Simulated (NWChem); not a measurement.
Basis-set dependence for HB

```
B
H 1 1.2523
```
Charge 0, spin multiplicity 1.

The numbers come from NWChem runs, not from measurements. Structure: optimised with PBE0/def2-SVP, a minimum by its harmonic frequencies.

Hartree-Fock energies in Ha, correlation energies in mHa.

The correlated methods keep 1 core orbital frozen. The Pople sets run with spherical d functions. The structure started from a generated list of species. No row is a measurement; the coupled-cluster row has its own basis-set and correlation limits.

```tsv
basis	functions	RHF	MP2	SCS-MP2	CCSD	CCSD+T(CCSD)	CCSD(T)	CR-CCSD[T]	CR-CCSD(T)	CCSDT
6-31G*	16	-25.11772	-53.2	-61.1	-78.5	-79.9	-79.8	-79.7	-79.7	-80.2
def2-SVP	19	-25.09894	-59.9	-68.7	-86.5	-88.0	-87.9	-87.8	-87.8	-88.3
def2-TZVP	37	-25.12998	-70.5	-80.6	-96.3	-98.3	-98.3	-98.1	-98.1	-98.8
def2-QZVP	87	-25.13112	-77.9	-89.1	-101.5	-103.8	-103.7	-103.5	-103.5	not run
```

From def2-TZVP to def2-QZVP the Hartree-Fock energy moves by -1.1 mHa and the MP2 correlation energy by -7.4 mHa, which is 9 % of its value in the larger set.
